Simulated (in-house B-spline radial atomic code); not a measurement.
# KLI/ALDAx excitations of Tc VIII (Tc7+)

Method: KLI/ALDAx. Computed with a B-spline radial code for spherical atoms: linear response of the closed shell [Ar] 3d10 4s2 4p6 with the adiabatic LDA exchange kernel on the exchange-only KLI potential; scalar-relativistic (spin-free one-electron X2C), finite nucleus, no spin-orbit coupling, no double excitations, S, P, D and F terms only; shells from n = 2 respond. Only terms of natural parity with L up to 3 were computed.

Command:
```bash
python run_td.py task.json out
```
Settings (radii: box in bohr, nucleus in fm):
```
Z                        43
electrons                36
configuration            [Ar] 3d10 4s2 4p6
hamiltonian              x2c
method                   kli
box_radius               12.81
rms_radius               4.41117
intervals                102
```

Cost of the run: 1.6 s on 1 thread of Intel(R) Xeon(R) Platinum 8488C (Sapphire Rapids), with other jobs on the host.

The lowest states, in the order of their Tamm-Dancoff energies; the method's threshold (minus the highest occupied level) is 151.67 eV. Labels give the largest channel, * marks a mixed state, and oscillator strengths are full-response dipole values. Semilocal kernels can invert the small singlet-triplet splittings of Rydberg terms. Energies in eV:

| state | full response | Tamm-Dancoff | oscillator strength |
| --- | --- | --- | --- |
| 4p → 4d 3P | 42.11 | 42.20 | - |
| 4p → 4d 3F | 43.01 | 43.09 | - |
| 4p → 4d 1F | 46.11 | 46.16 | - |
| 4p → 4d 1P | 56.59 | 58.66 | 5.44 |
| 4p → 5s 3P | ? | ? | - |
| 4p → 5s 1P | ? | ? | ? |
| 4s → 4d 3D | 73.16 | 73.20 | - |
| 4s → 4d 1D | 76.52 | 76.60 | - |
| 4p → 5p 3S | 77.94 | 77.97 | - |
| 4p → 5p 3D | 78.89 | 78.90 | - |

**Question.** Where does 4p → 5s 3P lie?

**Answer.** At 68.57 eV in full response, 68.59 eV in Tamm-Dancoff.

**Question.** Where does 4p → 5s 1P lie?

**Answer.** At 69.50 eV in full response, 69.53 eV in Tamm-Dancoff, oscillator strength 0.599.

**Question.** How large is the singlet-triplet splitting of 4p → 4d (F terms) in Tamm-Dancoff?

**Answer.** 3.07 eV, from the unrounded values.

**Question.** What polarisabilities and dispersion coefficient does the method give?

**Answer.** Dipole 1.44 bohr³, quadrupole 1.801 bohr⁵, C6 3.571 hartree·bohr⁶ for two such species.
